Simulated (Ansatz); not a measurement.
`OCO[SiH2]F` and `OC[O][SnH3]` differ in one atom or group.

Ansatz, PBE0-D4/def2-TZVP geometries, multiplicity 1. Each molecule was computed in one conformer, which needn't be the lowest.

Elements past krypton have def2 core potentials.

```csv
property,`OCO[SiH2]F`
HOMO–LUMO gap (ωB97M-V/def2-TZVPP) / eV,13.45
HOMO energy (PBE/def2-TZVPP) / eV,-7.16
size of the dipole moment (B3LYP/def2-TZVPP) / D,2.16
size of the dipole moment (PBE/def2-TZVPP) / D,2.10
LUMO energy (PBE/def2-TZVPP) / eV,-0.21
HOMO–LUMO gap (PBE/def2-TZVPP) / eV,6.95
```

**Question.** What does the change do to each property? (An estimate is asked.)

**Answer.** Ansatz gave: 
```
                                        property  `OC[O][SnH3]`  shift
         HOMO–LUMO gap (ωB97M-V/def2-TZVPP) / eV          10.87  -2.58
               HOMO energy (PBE/def2-TZVPP) / eV          -5.97   1.19
size of the dipole moment (B3LYP/def2-TZVPP) / D           2.55   0.39
  size of the dipole moment (PBE/def2-TZVPP) / D           2.32   0.22
               LUMO energy (PBE/def2-TZVPP) / eV          -1.26  -1.05
             HOMO–LUMO gap (PBE/def2-TZVPP) / eV           4.71  -2.24
```

With PBE0 the HOMO rises by 1.28 eV and the LUMO falls by 1.19 eV, so the gap narrows by about 2.47 eV. PBE moves the HOMO by 1.19 eV and ωB97M-V by 1.30 eV. Dipoles are sizes alone; their direction can turn.

B3LYP here is the variant with VWN-RPA as its local correlation; programs differ in this.
